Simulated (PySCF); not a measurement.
**Correlation energy of Hg (mercury, neutral)**

[Xe] 4f14 5d10 6s1 6p1, high-spin 3P determinant (an excited configuration). Calculation: PySCF 2.14, in x2c-TZVPPall with one added diffuse shell each of s, p, d, f type (12s8p8d4f1g, 113 functions); the spin-free X2C one-electron Hamiltonian (Gaussian nucleus). Frozen: [Xe] 4f14; 12 electrons correlated.

MP2 pair energies summed by pair of shells (mhartree):

```tsv
pair	energy	share (%)
5d-5d	-303.47	82.9
5d-6s	-42.81	11.7
5d-6p	-17.70	4.8
6s-6p	-2.06	0.6
```

Total MP2 correlation energy: -366.03 mhartree.

Same-spin part -132.65 and opposite-spin part -233.38 mhartree; SCS-MP2 scales them by 1/3 and 6/5 to -324.28 mhartree.
